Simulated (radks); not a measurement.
Neutral rubidium inside a hard spherical wall (all orbitals vanish at R), configuration held at [Kr] 5s1 and not refilled when levels cross. Method: scalar-relativistic Kohn-Sham, LDA (Slater exchange, Perdew-Wang correlation), spin-unpolarised, spherical densities, finite nucleus; Fermi nuclear charge, rms radius 4.2036 fm; computed with a radial shooting solver on a logarithmic mesh with Libxc functionals. Eigenvalues in eV, with the zero of energy where the potential of the charges vanishes at infinity; a dash marks a level that is unbound or too diffuse for the functional's potential to be trusted. A positive occupied level is held by the wall or, in an anion where self-interaction has pushed it up, behind a barrier. The pressure on the wall is -dE/dV.

| R (bohr) | E (hartree) | kinetic (hartree) | e(3d) | e(4s) | e(4p) | e(5s) | e(5p, empty) | e(6s, empty) | pressure (GPa) |
|---|---|---|---|---|---|---|---|---|---|
| free | -2977.61876 | 3048.502 | -104.21 | -31.970 | -16.033 | -2.363 | -0.785 | -0.071 | 0 |
| 20 | -2977.61876 | 3048.502 | -104.21 | -31.969 | -16.032 | -2.363 | -0.780 | 0.125 | < 0.0001 |
| 12 | -2977.61752 | 3048.512 | -104.09 | -31.855 | -15.921 | -2.269 | -0.498 | 1.778 | 0.0151 |
| 8 | -2977.59655 | 3048.605 | -103.36 | -31.144 | -15.232 | -1.337 | 1.283 | 8.033 | 0.579 |
| 6 | -2977.52079 | 3048.871 | -102.16 | -30.046 | -14.187 | 1.250 | 5.403 | 20.158 | 5.07 |
| 5 | -2977.38850 | 3049.340 | -100.71 | -28.829 | -13.026 | 5.132 | 10.956 | 34.903 | 20.0 |
| 4 | -2976.96660 | 3050.919 | -96.923 | -25.942 | -10.119 | 15.404 | 24.248 | 67.020 | 112 |
| 3.5 | -2976.39557 | 3053.049 | -92.680 | -22.829 | -6.778 | 26.986 | 38.159 | 98.330 | 314 |
| 3 | -2975.10477 | 3057.639 | -85.022 | -17.032 | -0.250 | 49.025 | 63.287 | 152.11 | 1010 |
| 1.5 | -2931.36376 | 3179.969 | 8.798 | 116.32 | 148.19 | 469.22 | 493.96 | 977.77 | 123000 |
